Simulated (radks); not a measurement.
Values are calculated unless marked as measured or tabulated.
Task: The zinc ion Zn2+, [Ar] 3d10. Code: a radial shooting solver on a logarithmic mesh with Libxc functionals. Model: non-relativistic Kohn-Sham, PBE, spin-polarised, spherical densities, point nucleus. Every spin shell is full or empty, so the densities are truly spherical. Functionals are evaluated on that one density, not self-consistently. Rank these exchange functionals by their error against the exact value of the orbitals, and give that value: LDA, PBE, PW91, OPTX, EV93, APBE, revTPSS, SCAN.

Result: Exact: -69.1549 hartree. From best to worst, with 100 (|E| - |E exact|)/|E exact| (equal figures are ties): PBE -0.18, PW91 +0.25, SCAN +0.40, EV93 +0.46, revTPSS -0.51, APBE +0.72, OPTX +0.97, LDA -5.77.
